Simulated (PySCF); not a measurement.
Energy landscape of CF2, singlet: symmetric bend, bond length relaxed. Scanned: F-C-F angle. Other coordinates (C-F bond length) were minimised at PBE0/def2-TZVP.

Method: CCSD(T) on RHF/cc-pVTZ, 3 core orbitals frozen (PySCF).

Scanned values (°): 150, 140, 130, 120, 110, 100, 90, 80.

Q: Describe the profile: where are the wells and the tops?

A: Lower than their neighbours: 100° (0.0 kJ/mol). Higher than their neighbours: 150° (294.9 kJ/mol, end of the scan), 80° (162.4 kJ/mol, end of the scan). The whole profile spans 294.9 kJ/mol.

The scan ran from 180.0 to 80.0; beyond the range shown the relaxed coordinates jump or full CI changes its symmetry label.
